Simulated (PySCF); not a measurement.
# Excitation energy of Cl by level of theory

Cl [Ne] 3s2 3p5 (2P) → Cl [Ne] 3s1 3p6 (2S), as a difference of total energies. Calculation: PySCF 2.14, in aug-cc-pVTZ-DK (6s5p3d2f, 50 functions); the spin-free X2C one-electron Hamiltonian (Gaussian nucleus). Correlated levels: valence: [Ne] frozen. The calculations carry no spin-orbit coupling.

| method | excitation energy (cm⁻¹) |
| --- | --- |
| UHF | 125660 |
| LDA | 96310 |
| PBE | 98197 |
| PBE0 | 105170 |
| r2SCAN | 104300 |
| r2SCANh | 106200 |
| revPBE | 98414 |
| TPSS | 100890 |
| BP86 | 98160 |
| MP2 (valence) | 106300 |
| SCS-MP2 (valence) | 104370 |

Errors of the correlated levels include the incompleteness of this basis and the frozen core.

Every method misses the reference by a wide margin, which points to the basis or the choice of state and not to the methods.

For comparison: 85385 cm⁻¹ (measured; NIST levels, between the centres of gravity of the two terms).
